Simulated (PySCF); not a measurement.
## Radial density of Se²⁺ (selenium, charge +2)

UHF, [Ar] 3d10 4s2 4p2, high-spin 3P determinant. Computed with PySCF 2.14 in x2c-TZVPall (6s5p4d1f, 48 functions), with the spin-free X2C one-electron Hamiltonian (Gaussian nucleus).

```
r (bohr)  4πr²ρ (e/bohr)  4πr²(ρα − ρβ)
0.000664          0.2574         0.0000
 0.00112          0.6344         0.0000
 0.00188           1.558         0.0000
 0.00316           3.719         0.0000
 0.00532           8.384        -0.0001
 0.00894           17.24         0.0000
  0.0150           30.36         0.0010
  0.0253           41.21         0.0060
  0.0426           39.05         0.0260
  0.0716           34.60         0.0712
   0.120           48.09         0.0796
   0.203           38.14        -0.0172
   0.341           27.53         0.1362
   0.573           29.95         0.0854
   0.964           8.605         0.2488
    1.62           3.114         1.2536
    2.73          0.8029         0.5134
    4.59         0.02195         0.0161
    7.71       3.312e-05         0.0000
```

Densities and radii are taken from the X2C orbitals without a picture-change correction, which distorts them close to the nucleus.

Q: Where is the radial spin density 4πr²(ρα − ρβ) most negative, and why is it negative at all?

A: Around r = 0.203 bohr, down to -0.0172 e/bohr: exchange with the open shell polarises the paired shells in an unrestricted calculation.
